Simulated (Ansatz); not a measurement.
`C[N](C)[Zn][O][SiH3]` + HCl → `C[N](C)[Zn][Cl]` + `O[SiH3]` at 700 K and 1 bar (ligand exchange at a Zn–O bond).

Program: Ansatz. Geometries: PBE0-D4/def2-TZVP. ΔE: electronic, gas phase. CCSD(T)/CBS adds triple-zeta CCSD(T) − MP2 to the extrapolated MP2 energy (def2 sets, frozen cores). This one scheme is used for every species. For Zn outer-core shells are correlated without core-valence functions, which leaves a few kJ/mol of doubt a bond. Scalar relativity is left out up to krypton. One conformer a species, not always the lowest.

| species | CCSD(T)/CBS energy (Eh) | H − E (kJ/mol) | S (J/(mol·K)) |
| --- | --- | --- | --- |
| `C[N](C)[Zn][O][SiH3]` | -2278.90366 | 396.8 | 608.7 |
| HCl | -460.38127 | 38.4 | 211.8 |
| `C[N](C)[Zn][Cl]` | -2372.62212 | 294.3 | 481.4 |
| `O[SiH3]` | -366.69042 | 144.6 | 321.6 |

H − E and S are ideal-gas, rigid-rotor, harmonic terms from PBE0-D4/def2-TZVP, for one conformer and one mirror image of each species. 1 Eh = 2625.50 kJ/mol, R = 8.31446 J/(mol·K).

Task: By hand: ΔE, ΔH, ΔS and ΔG.

Result: ΔE = (-2372.62212) + (-366.69042) − (-2278.90366) − (-460.38127) = -0.02761 Eh = -72.5 kJ/mol. Δ(H − E) = 294.3 + 144.6 − 396.8 − 38.4 = 3.7, so ΔH = -68.8 kJ/mol. ΔS = 481.4 + 321.6 − 608.7 − 211.8 = -17.5 J/(mol·K). ΔG = -68.8 − 700 × (-17.5)/1000 = -56.5 kJ/mol.

Task: By hand: the equilibrium constant, and the temperature at which ΔG would vanish if ΔH and ΔS stayed fixed.

Result: log₁₀ K = −ΔG/(RT ln 10) = 4.2. ΔG = 0 at ΔH/ΔS = 3931 K, far beyond where these terms or the molecules hold.

ΔH outweighs TΔS. A doubt of 5 kJ/mol in ΔE shifts log₁₀ K by 0.4 here. Other conformers and mirror images would add mixing entropy, several J/(mol·K) or more a flexible species. Modes under 60 cm⁻¹, often nearly free rotors, make the harmonic entropy too high. These are equilibria of isolated gas molecules and say nothing of rates. Largest T1 diagnostic: 0.015 (customary marks: 0.02 for closed shells, 0.045 for open ones).
